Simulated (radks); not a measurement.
Q: These are the eigenvalues of the occupied orbitals of an atom or ion with whole-number occupations (eV). Calculated with a radial shooting solver on a logarithmic mesh with Libxc functionals: scalar-relativistic Kohn-Sham, PBE, spin-unpolarised, spherical densities, point nucleus.

| orbital | eigenvalue |
|---|---|
| 1s | -22163.50 |
| 2s | -3378.116 |
| 2p | -3049.244 |
| 3s | -772.2049 |
| 3p | -663.9640 |
| 3d | -490.4104 |
| 4s | -269.3482 |
| 4p | -235.1189 |

Which element is it, and in what charge state? The configuration may be excited.

A: Z = 44, ruthenium, charge +11: Ru11+ in [Ar] 3d10 4s2 4p3. The list shows which subshells hold electrons but not how many an open one holds; the 1s level, -814.49 hartree, gives Z - s = 40.4 by -(Z - s)^2/2, which with screening and relativity narrows Z to a few neighbours, and the depths of the outer levels then fix element, charge and occupations together.
